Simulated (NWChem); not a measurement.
System: CHCl2FOSi; SMILES O=C[Si](F)(Cl)Cl

The following NWChem deck was run.

```
start job
memory heap 200 mb stack 900 mb global 1100 mb
geometry units angstroms noautosym nocenter noautoz
  O     -0.597464     2.526093    -0.285554
  C      0.127718     1.826544     0.368095
  Si    -0.013611    -0.087964     0.342063
  F     -0.245260    -0.606767     1.850877
  Cl    -1.569891    -0.682212    -0.816252
  Cl     1.754584    -0.868380    -0.315895
  H      0.935391     2.268478     1.014447
end
basis spherical
  O library 6-31g*
  C library 6-31g*
  Si library 6-31g*
  F library 6-31g*
  Cl library 6-31g*
  H library 6-31g*
end
dft
  xc xpbe96 cpbe96
  iterations 150
end
cosmo
  do_cosmo_smd true
  solvent water
end
task dft energy
```

Geometry: optimised at PBE0/def2-SVP. Solvent: water.

Level: PBE/6-31G* with SMD (1 M gas to 1 M solution), gas-phase geometry. Reactions with the solvent are ignored.

Problem. Predict the main results of this run. (PBE/6-31G* (spherical d), SMD on the gas-phase geometry.) Quantities: solvation free energy (kcal/mol); cavity-dispersion-structure term (kcal/mol); dipole in solution (D).

Solution. 
- solvation free energy (kcal/mol): -0.2
- cavity-dispersion-structure term (kcal/mol): 4.2
- dipole in solution (D): 1.98
